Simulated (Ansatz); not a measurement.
`[CH3][GeH]([NH2])[Cl]` → `[Cl][GeH]` + CH₃NH₂  (germylene formation by 1,1-elimination)

Calculated with Ansatz (gas phase, PBE0-D4/def2-TZVP geometries, no zero-point term in ΔE). CCSD(T)/CBS adds triple-zeta CCSD(T) − MP2 to the extrapolated MP2 energy (def2 sets, frozen cores). DFT in def2-TZVPP. For Ge outer-core shells are correlated without core-valence functions, which leaves a few kJ/mol of doubt a bond. Scalar relativity is left out up to krypton. Each species was taken in one conformer, which may not be the lowest.

```tsv
level	ΔE (kJ/mol)
BLYP-D4	173.9
BLYP	154.5
r2SCAN0	226.1
CCSD/def2-TZVPP	222.3
```

Task: What does CCSD(T)/CBS give? (Best estimate.)

Result: Ansatz gave: +217.1 kJ/mol. The listed levels differ from it by -43.2, -62.6, 9.0, 5.2 kJ/mol.

Task: What do rigid-rotor, harmonic-oscillator terms from PBE0-D4/def2-TZVP frequencies (298.15 K, 1 bar) make of the CCSD(T)/CBS value? (Best estimate.)

Result: The calculation gave: ΔZPE = -3.0 kJ/mol, ΔH = +215.7 kJ/mol, ΔS = 158 J/(mol·K), ΔG = +168.5 kJ/mol.

Largest T1 diagnostic among the species: 0.013.

The D4 term adds +15.4 kJ/mol with B3LYP and +8.5 kJ/mol with PBE0; it sums over pairs of atoms, weighted by their polarisabilities, and B3LYP, whose exchange is more repulsive, gets the larger term. In def2-TZVPP, CCSD(T) changes the Hartree–Fock value by +34.2 kJ/mol (the triples alone add +4.3 kJ/mol) and MP2 by +55.3 kJ/mol. From r2SCAN to r2SCAN0 (25 % exact exchange), in def2-TZVPP and without D4, ΔE moves by +4.9 kJ/mol.

B3LYP here is the variant with VWN-RPA as its local correlation; programs differ in this.
